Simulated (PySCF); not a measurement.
## CuOCl, triplet: molecular constants

Computed with UPBE0 in PySCF with Cu def2-TZVP, O def2-TZVP, Cl def2-TZVP; no relativity; density-fitted integrals.

The structure is a minimum.

```
Point group                                                                   : C∞v
Bond lengths                                                                  : Cu–Cl 2.054 Å, Cu–O 1.704 Å
Bond angles                                                                   : Cl–Cu–O 180.0°
Rotational constants                                                          : 0.09549 cm⁻¹
Principal polarisabilities                                                    : 24.4, 24.4, 87.1 bohr³
Principal quadrupole moments (Buckingham, traceless) about the centre of mass : -6.62, 3.31, 3.31 D Å
Entropy at 298.15 K and 1 bar (electronic part: spin only)                    : 280.3 J/(mol K)
Zero-point energy                                                             : 8.2 kJ/mol
Atomisation energy without zero-point energy                                  : 558 kJ/mol
Spin squared ⟨S²⟩                                                             : 2.020
Rotational symmetry number                                                    : 1
Lowest empty level (β)                                                        : -5.37 eV
Enthalpy at 298.15 K above 0 K                                                : 13.40 kJ/mol
Dipole moment                                                                 : 1.41 D
Highest occupied level (β)                                                    : -8.78 eV
Heat capacity Cp at 298.15 K                                                  : 54.7 J/(mol K)
```

Harmonic modes (masses in u: Cu 62.930, O 15.995, Cl 34.969):
```tsv
symmetry	ω (cm⁻¹)	IR (km/mol, summed over degenerate members)	μ (u)	type
π	119	21.4	25.46	bend
σ+	413	36.1	32.02	stretch
σ+	713	5.0	20.23	stretch
```

In C∞v the vibrations span π + 2σ+.

Charges (e):
```csv
atom,Mulliken,Löwdin,polar tensor,spin (Mulliken),Mayer order to Cu1
Cu1,0.53,0.05,0.49,0.40,–
O2,-0.20,-0.08,0.03,1.45,1.26
Cl3,-0.32,0.04,-0.52,0.15,1.02
```

Mulliken populations on Cu1: s 6.66, p 12.33, d 9.48, f 0.00.

Formally Cu is in oxidation state +3, d8, with 2 unpaired electrons (the high-spin count). The Mulliken spin on Cu is 0.40, so most of the spin sits on the ligands and the formal count fails. The polar-tensor charge on Cu, 0.49, is far below the formal one.

This need not be the most stable arrangement of these atoms. With open d or f shells other occupations or spin states may lie lower.

The final relaxation and frequency run took 29 s on 4 threads of a shared Arm Neoverse V2 host, with 113 basis functions and 9 gradients; the process peaked at 1 GiB.
